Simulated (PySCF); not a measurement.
SiFClBr2, SMILES Br[Si](F)(Br)Cl.

Coordinates come from a B3LYP-D3(BJ)/def2-SVP optimisation.

Calculation: PBE/def2-TZVP (PySCF).

Symmetry labels are those of the subgroup Cs that the program uses (full group Cs).

Question: List the valence orbital energies around the gap with their symmetry. (Estimate from the structure and the level; the computed values follow.)

Answer: 
```tsv
orbital	symmetry	energy (eV)
HOMO−7	A'	-10.08
HOMO−6	A"	-9.89
HOMO−5	A'	-8.92
HOMO−4	A"	-8.74
HOMO−3	A'	-8.39
HOMO−2	A'	-8.04
HOMO−1	A"	-7.83
HOMO	A"	-7.64
LUMO	A'	-2.20
LUMO+1	A'	-0.71
LUMO+2	A"	-0.31
LUMO+3	A'	-0.25
```
